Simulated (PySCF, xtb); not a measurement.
C₄H₆Si, SMILES C1=C[SiH2]C=C1.

Coordinates come from a PBE-D3(BJ)/def2-SVP optimisation.

The numbers are results of PySCF with C-PCM-ωB97X/def2-SVP, not measurements.

The values are the electrostatic part of the solvation free energy, E(continuum) − E(gas) at the gas-phase geometry, in a cavity of scaled van der Waals radii (PySCF's table); cavitation and dispersion terms are not included. In vacuum the orbital gap is 9.62 eV. The dipole moment in vacuum is 0.59 D.

Problem. Estimate the values in water (ε = 78.36), toluene (ε = 2.37), acetonitrile (ε = 35.69). (The exact figures need the calculation; the answer reports its results.)

Solution. 
| solvent | ε | ΔG(elec) (kcal/mol) | dipole (D) | gap (eV) |
|---|---|---|---|---|
| water | 78.36 | -1.7 | 0.79 | 9.63 |
| toluene | 2.37 | -0.9 | 0.69 | 9.63 |
| acetonitrile | 35.69 | -1.6 | 0.78 | 9.63 |

For comparison, GFN2-xTB/ALPB(water) (xtb, at the GFN2-xTB geometry, all terms of that model) gives 0.4 kcal/mol.
